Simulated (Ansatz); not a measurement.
`[OH][Ti]12345678([OH])([C@H]9[C@@H]1[C@@H]2[C@@H]3[C@H]94)[C@H]1[C@@H]5[C@@H]6[C@@H]7[C@H]18` + `F[SiH2][NH][AlH2]` → `[OH][Ti]12345678([F])([C@H]9[C@@H]1[C@@H]2[C@@H]3[C@H]94)[C@H]1[C@@H]5[C@@H]6[C@@H]7[C@H]18` + `O[SiH2][NH][AlH2]`  (redistribution)

Gas-phase electronic energies from Ansatz, PBE0-D4/def2-TZVP geometries. CBS: MP2 limit from def2 TZ/QZ plus the TZ coupled-cluster correction, frozen cores. Functionals use def2-TZVPP. B3LYP here is the variant with VWN-RPA as its local correlation; programs differ in this. HSE06 is defined as in plane-wave codes. For Ti outer-core shells are correlated without core-valence functions, which leaves a few kJ/mol of doubt a bond. Scalar relativity is left out up to krypton. One conformer a species, not always the lowest.

```tsv
level	ΔE (kJ/mol)	difference from CCSD(T)/CBS
LDA (SPW92)	-12.9	-7.8
PBE-D4	-12.2	-7.1
revPBE-D4	-11.0	-5.9
BLYP-D4	-10.2	-5.1
B97M-V	-15.4	-10.3
PBE0-D4	-13.2	-8.1
B3LYP-D4	-11.6	-6.5
r2SCANh-D4	-13.9	-8.8
BHLYP-D4	-13.7	-8.6
ωB97X-V	-14.4	-9.3
ωB97M-V	-12.3	-7.2
B2PLYP	-9.9	-4.8
PBE-QIDH	-10.2	-5.1
PBE	-14.5	-9.4
revPBE	-15.4	-10.3
BLYP	-14.3	-9.2
r2SCAN	-14.7	-9.6
PBE0	-15.2	-10.1
B3LYP	-14.9	-9.8
r2SCANh	-14.8	-9.7
r2SCAN0	-15.0	-9.9
HSE06	-15.2	-10.1
BHLYP	-16.3	-11.2
CAM-B3LYP	-16.0	-10.9
LC-ωPBE	-18.4	-13.3
RPA@PBE/def2-TZVPP	-5.6	-0.5
HF/def2-SVP	-18.1	-13.0
MP2/def2-SVP	-1.3	3.8
CCSD/def2-SVP	-6.0	-0.9
HF/def2-TZVPP	-20.0	-14.9
MP2/def2-TZVPP	-1.5	3.6
SCS-MP2/def2-TZVPP	-4.5	0.6
CCSD/def2-TZVPP	-8.8	-3.7
CCSD(T)/def2-TZVPP	-6.2	-1.1
HF/def2-QZVPP	-19.4	-14.3
MP2/def2-QZVPP	-0.6	4.5
SCS-MP2/def2-QZVPP	-3.6	1.5
HF/CBS(def2)	-19.3	-14.2
MP2/CBS(def2)	-0.4	4.7
CCSD/CBS(def2)	-7.7	-2.6
CCSD(T)/CBS	-5.1	0
```

Largest T1 diagnostic among the species: 0.019.

In def2-TZVPP, CCSD(T) changes the Hartree–Fock value by +13.8 kJ/mol (the triples alone add +2.6 kJ/mol) and MP2 by +18.5 kJ/mol. The D4 term adds +3.3 kJ/mol with B3LYP and +2.1 kJ/mol with PBE0; it sums over pairs of atoms, weighted by their polarisabilities, and B3LYP, whose exchange is more repulsive, gets the larger term. Leaving LDA and LC-ωPBE aside and taking each functional with its dispersion term where it has one, the values spread over 5.5 kJ/mol, from B97M-V to B2PLYP.

CCSD(T)/CBS has its own doubt, a few kJ/mol and more with outer-core shells, so smaller differences from it don't rank the levels.
